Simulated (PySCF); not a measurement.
**Relaxation of singlet ITeN**

Computed with B3LYP in PySCF with Te def2-TZVP with ECP28, N def2-TZVP, I def2-TZVP with ECP28; scalar-relativistic core potentials, no spin–orbit coupling; density-fitted integrals. A (50,194) grid was used.

A start at the PBE0 minimum, of Cs symmetry, held to at least that symmetry:

```xyz
3
charge 0 multiplicity 1, angstrom
Te    0.0000   -1.2753    0.0000
N     1.7097   -1.8462    0.0000
I    -0.1887    1.5092    0.0000
```

Problem. What forces act on the atoms at the start (eV/Å)?

Solution. 
| atom | Fx | Fy | Fz |
| --- | --- | --- | --- |
| Te1 | -0.47 | -0.17 | 0.00 |
| N2 | 0.51 | -0.20 | 0.00 |
| I3 | -0.04 | 0.36 | 0.00 |

Problem. What does it relax to?

Solution. It ends at Cs with Te–I 2.843 Å, Te–N 1.815 Å; I–Te–N 113.0° (after a last refinement on a finer grid). A frequency run shows a minimum.

Problem. How much energy is released, and in how many steps?

Solution. 1.2 kJ/mol in 4 steps.
